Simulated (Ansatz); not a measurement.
Cost and result for the atomization energy of CH3AlI2, SMILES `[CH3][Al]([I])[I]` (7 atoms, 6 bonds).

Charge 0, multiplicity 1. Correlated methods include outer-core shells of I, which these sets cover unevenly. I: def2 effective core potential. The structure was optimised at the PBE0-D4/def2-TZVP level. Program: Ansatz. All runs use 4 threads of a server CPU on a shared host. Times are those of one run each, without the atoms' runs, and a repeat can differ threefold. Electronic energies, without spin–orbit coupling; frozen cores. CCSD(T)/CBS adds CCSD(T) − MP2 in def2-TZVPP to the MP2 limit, and its time is that of the two runs behind it. T1 = 0.008. With those shells the extrapolation isn't a true limit. B3LYP takes the VWN-RPA correlation (the form of Gaussian; ORCA's B3LYP/G).

CCSD(T)/CBS is a level of theory with its own doubt, some kJ/mol a heavy atom from the limit and from the frozen cores, so smaller differences don't rank the functionals.

```csv
level,functions,wall time,atomization (kJ/mol),difference from CCSD(T)/CBS,per bond
revPBE-D4/def2-TZVPP,215,1.6 s,2176.1,-57.1,-9.5
BLYP-D4/def2-TZVPP,215,1.9 s,2164.1,-69.1,-11.5
PBE-D4/def2-TZVPP (with forces),215,2 s,2230.1,-3.1,-0.5
CAM-B3LYP-D4/def2-TZVPP,215,3.2 s,2187.6,-45.6,-7.6
r2SCANh-D4/def2-TZVPP,215,3.7 s,2218.2,-15.0,-2.5
B3LYP-D4/def2-TZVPP (with forces),215,4.1 s,2186.3,-46.9,-7.8
PBE-QIDH/def2-TZVPP,215,4.4 s,2217.7,-15.5,-2.6
CCSD(T)/def2-SVP,99,4.8 s,2082.2,-151.0,-25.2
ωB97X-V/def2-TZVPP,215,7 s,2207.8,-25.4,-4.2
B97M-V/def2-TZVPP,215,7.5 s,2206.9,-26.3,-4.4
MP2/def2-QZVPP,381,12 s,2256.9,23.7,3.9
CCSD(T)/def2-TZVPP,215,100 s,2160.4,-72.8,-12.1
CCSD(T)/CBS(def2),–,120 s,2233.2,0.0,0.0
```

Leaving LDA and LC-ωPBE aside and taking each functional with its dispersion term where it has one, the values, not all of them listed here, spread over 73.7 kJ/mol, from BHLYP-D4 to PBE-D4. LDA lies +266.9 kJ/mol from PBE without D4, its usual overbinding. From PBE to PBE0 (25 % exact exchange), in def2-TZVPP and without D4, the atomization energy moves by −11.9 kJ/mol: exact exchange takes away binding that semilocal exchange gives to molecules. The D4 term adds +32.1 kJ/mol with B3LYP and +17.2 kJ/mol with PBE0; it sums over pairs of atoms, weighted by their polarisabilities, and B3LYP, whose exchange is more repulsive, gets the larger term.

Spin–orbit coupling would lower the free I atoms strongly, and the atomization energy with them, by more than many differences here.
